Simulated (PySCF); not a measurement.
Compound: C7H15 (doublet state).
Atom-mapped SMILES: `[CH3:1][CH:2][C@H:3]([CH3:4])[CH:5]([CH3:6])[CH3:7]` (hydrogens: H8, H9, H10 on C1; H11 on C2; H12 on C3; H13, H14, H15 on C4; H16 on C5; H17, H18, H19 on C6; H20, H21, H22 on C7)

Structure used (GFN2-xTB), in Å, numbered top down from 1:
```
atom  x, y, z in Å
C1    -2.2870   -1.4411    0.3420
C2    -1.3730   -0.5727   -0.4277
C3    -0.3808    0.3343    0.1972
C4    -0.8388    1.7967    0.0315
C5     1.0217    0.1183   -0.4223
C6     2.0740    1.0471    0.1780
C7     1.4469   -1.3358   -0.2250
H8    -2.2482   -2.4740   -0.0178
H9    -2.0369   -1.4339    1.4007
H10   -3.3303   -1.1211    0.2341
H11   -1.5004   -0.5221   -1.4970
H12   -0.3193    0.1155    1.2691
H13   -0.7867    2.0915   -1.0140
H14   -0.2194    2.4676    0.6201
H15   -1.8680    1.9004    0.3675
H16    0.9490    0.3183   -1.4971
H17    3.0607    0.7751   -0.1919
H18    2.0819    0.9632    1.2631
H19    1.8915    2.0837   -0.0905
H20    0.6908   -2.0069   -0.6261
H21    1.5710   -1.5528    0.8341
H22    2.3908   -1.5316   -0.7288
```

The hyperfine couplings belong to this conformer and change with its torsions.

Computed, not measured: PySCF 2.14.0, UKS B3LYP, pcH-1 on C H, non-relativistic, mean-field spin-orbit, GIAO. The structure is a single GFN2-xTB conformer in the gas phase; no vibrational or solvent corrections. Couplings are sensitive to structure, and on GFN2-xTB geometries they can be far from those on DFT ones. The SCF solution wasn't tested for stability.

**Question.** The isotropic 13C couplings are +94.0, +70.9, +40.3, -35.3, -30.4, +6.4, +1.4 MHz. Assign them to C1; C2; C3; C4; C5; C6; C7.

**Answer.** 
```json
{"site": "C1", "a_iso (MHz)": "-35.3", "ρ(0) (bohr⁻³)": "-0.0314", "position": "1 bond from C2", "distance from C2 (Å)": "1.48", "spin population": "-0.09", "largest |T| (MHz)": "2.5"}
{"site": "C2", "a_iso (MHz)": "+94.0", "ρ(0) (bohr⁻³)": "+0.0836", "position": "largest spin population", "distance from C2 (Å)": "0.00", "spin population": "+1.04", "largest |T| (MHz)": "163.8"}
{"site": "C3", "a_iso (MHz)": "-30.4", "ρ(0) (bohr⁻³)": "-0.0271", "position": "1 bond from C2", "distance from C2 (Å)": "1.48", "spin population": "-0.08", "largest |T| (MHz)": "1.9"}
{"site": "C4", "a_iso (MHz)": "+70.9", "ρ(0) (bohr⁻³)": "+0.0631", "position": "2 bonds from C2", "distance from C2 (Å)": "2.47", "spin population": "+0.03", "largest |T| (MHz)": "9.1"}
{"site": "C5", "a_iso (MHz)": "+40.3", "ρ(0) (bohr⁻³)": "+0.0358", "position": "2 bonds from C2", "distance from C2 (Å)": "2.49", "spin population": "+0.03", "largest |T| (MHz)": "6.7"}
{"site": "C6", "a_iso (MHz)": "+1.4", "ρ(0) (bohr⁻³)": "+0.0012", "position": "3 bonds from C2", "distance from C2 (Å)": "3.86", "spin population": "0.00", "largest |T| (MHz)": "1.2"}
{"site": "C7", "a_iso (MHz)": "+6.4", "ρ(0) (bohr⁻³)": "+0.0057", "position": "3 bonds from C2", "distance from C2 (Å)": "2.93", "spin population": "+0.01", "largest |T| (MHz)": "2.9"}
```

ρ(0) is the spin density at the nucleus and T the dipolar tensor; entries for several nuclei are means. Largest spin populations (Mulliken): C2 (+1.04), C1 (-0.09) and C3 (-0.08). C2 is the only atom above +0.15. The positive populations add up to 1.22 and the negative ones to -0.22, together 2S = 1. The angles at C2 add up to 359.7°, so it is planar; its axial dipolar tensor and the negative coupling of its proton fit spin in a p orbital normal to that plane.

Means are taken over nuclei equivalent by connectivity, which assumes that they swap fast. The three 1H nuclei of mean +79.3 MHz run from 3.8 to 128.5 MHz in the frozen geometry. The three 1H nuclei of mean +5.8 MHz run from -3.0 to 20.8 MHz in the frozen geometry.
